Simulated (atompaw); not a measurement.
## chlorine: one change to a PAW (atompaw) potential, before and after

```json
{"Element": "Cl (Z = 17)", "Generator": "atompaw 4.2.0.5", "Type": "PAW", "Functional": "PBE", "Relativity": "scalar-relativistic", "Frozen core": "[Ne]", "Valence charge": "7", "Reference configuration": "3s2 3p4 (charge +1)", "Partial waves": "3s (bound): rc 1.60 bohr; 3s channel at -1.6 Ry: rc 1.55 bohr; 3p (bound): rc 1.60 bohr; 3p channel at -0.2 Ry: rc 1.60 bohr", "Local potential": "bessel scheme, radius 1.40 bohr", "Core correction": "smooth core density matched at 1.15 bohr", "Augmentation charge": "sinc compensation charge, radius 1.35 bohr; PAW radius 1.60 bohr; waves and projectors: custom rrkj gramschmidtortho"}
```

Change: wave 3s (bound): rc 1.60 bohr becomes 3s (bound): rc 1.22 bohr.

Cutoffs: the cutoffs (Ry, on a coarse ladder) from which the occupation-weighted sum of valence levels, in a spherical-Bessel basis at the reference potential, stays within 10 and 1 mRy of its value at 400 Ry; they do not see the model core or the augmentation charge, which bear on the density cutoff.

Q: What does the change do?

A: The potential gets harder (25 Ry and 35 Ry → 25 Ry and 50 Ry); neither file shows a bound ghost.

```csv
quantity,base,changed
"cutoff, loose",25 Ry,25 Ry
"cutoff, tight",35 Ry,50 Ry
bound ghosts,none,none
s: phases at 1.60 bohr within 0.05 rad from the reference energy up to (Ry; the scan ends near 5),to the end of the scan,4.6
p: phases at 1.60 bohr within 0.05 rad from the reference energy up to (Ry; the scan ends near 5),to the end of the scan,to the end of the scan
lowest overlap eigenvalue by channel,"s 0.66, p 0.83","s 0.02, p 0.83"
```

 The cutoffs see the waves, projectors and local potential, not the compensation charge or the core.
